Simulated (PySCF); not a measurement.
**A small calculation by hand: refractive index and permittivity of the vapour**

Si(H)(F)(vinyl)2 (C4H7FSi), SMILES C([SiH](F)C=C)=C.

The structure is a stationary point at PBE0-D3(BJ)/def2-SVP. Other conformers were not sampled.

PBE/def2-TZVP run with PySCF gives a mean static polarisability of 74.6 bohr³ and a dipole moment of 1.79 D. Take an ideal gas at 298.15 K and 0.1 bar, whether or not the substance is that volatile.

Problem. Work out n − 1 in the optical limit and the static ε − 1.

Solution. 
Polarisability volume α' = 74.6 × 0.148185 = 11.05 Å³. Number density N = p/kT = 2.43e-6 Å⁻³.
Dilute limit of Lorentz–Lorenz: n − 1 = 2π N α' = 0.00017.
Orientation term of Debye: μ²/(3kT) = 8.098 Å³ × μ²(D²) = 25.95 Å³.
ε − 1 = 4π N (α' + μ²/3kT) = 0.0011. Orientation of the dipole supplies 70 % of the static response; it can't follow optical fields. Vibrational polarisation and dispersion are left out.
